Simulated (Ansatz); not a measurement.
Results of the Gaussian-basis code of Ansatz.

A structure relaxed at PBE0-D4/def2-TZVP, charge 0, multiplicity 1:

```xyz
11

C    -1.4163    0.5022   -1.1239
Ge    0.1219    0.6603    0.0453
Si    1.1510   -1.2776    0.9771
Cl    1.6489    1.7325   -1.0513
Cl   -0.4597    1.9335    1.6958
H    -1.1504   -0.0856   -2.0032
H    -1.7251    1.5006   -1.4338
H    -2.2348    0.0175   -0.5905
H     0.1498   -2.0045    1.7983
H     2.2889   -0.8315    1.8153
H     1.6258   -2.1475   -0.1290
```

Task: Give its formula and SMILES.

Result: CH6Cl2GeSi, `[CH3][Ge]([SiH3])([Cl])[Cl]`.

Task: Point group (tolerance 0.08 Å, 0.16 Å for H)?

Result: Cs.

Task: Summarise the bond lengths by kind.

Result: 1 × C–Ge 1.939 Å; 3 × C–H 1.090 to 1.091 Å; 1 × Ge–Si 2.384 Å; 2 × Cl–Ge 2.164 Å; 3 × H–Si 1.482 to 1.485 Å.
